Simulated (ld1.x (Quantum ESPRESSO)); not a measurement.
**Configuration tests for Ge (Z = 32) (PAW)**

germanium, PAW, made with ld1.x (Quantum ESPRESSO) 7.5 (PBE, fully relativistic). Core [Ar], reference 3d10 4s1 4p3. Waves: 4s (bound): rcut 1.70, rcutus 1.90 bohr; 4s channel at 1.1 Ry: rcut 1.70, rcutus 1.90 bohr; 4p (bound): rcut 1.55, rcutus 1.80 bohr; 4p channel at 0.25 Ry: rcut 1.55, rcutus 1.80 bohr; 3d (bound): rcut 0.80, rcutus 0.85 bohr; 3d channel at -0.4 Ry: rcut 0.80, rcutus 0.85 bohr. Local part: all-electron potential smoothed inside 1.75 bohr (lloc = -1). Core correction: Bessel-smoothed model core inside 0.80 bohr. Augmentation charge: BESSEL, radius 0.70 bohr.

Open shells are filled in proportion to 2j + 1 (rel_dist='average').

Energies are relative to the spin-unpolarised reference configuration 3d10 4s1 4p3; without spin polarisation the order of configurations can differ from experiment. The frozen-core shift is the all-electron ΔE with the core orbitals held at their reference shape minus the fully relaxed ΔE.

(1) Give the all-electron excitation energy and the error of the potential for: 3d10 4s2 4p2; 3d10 4s2 4p1; 3d10 4s2 4p0; 3d10 4s2 4p1.5; 3d9 4s2 4p3; 3d10 4s0 4p4; 3d9 4s2 4p2.

Levels in the configuration 3d10 4s2 4p1.5:

```
   level  all-electron (eV)  pseudo (eV)
3d j=3/2            -33.884      -33.864
3d j=5/2            -33.299      -33.279
4s j=1/2            -15.597      -15.601
4p j=1/2             -7.528       -7.527
4p j=3/2             -7.313       -7.313
```

The ghost test of this file was not conclusive.

Results:

(1)

```
valence configuration  charge  ΔE all-electron (eV)  error AE − PS (meV)  frozen-core shift (meV)
         3d10 4s2 4p2       0                -7.969                 +1.7                     +0.3
         3d10 4s2 4p1      +1                -0.523                 +2.3                     +0.2
         3d10 4s2 4p0      +2                14.919                 +2.5                     +0.1
       3d10 4s2 4p1.5    +0.5                -5.166                 +1.9                     +0.3
          3d9 4s2 4p3       0                21.651                 -191                     +273
         3d10 4s0 4p4       0                 8.219                 +0.3                     +0.3
          3d9 4s2 4p2      +1                30.713                 -190                     +279
```
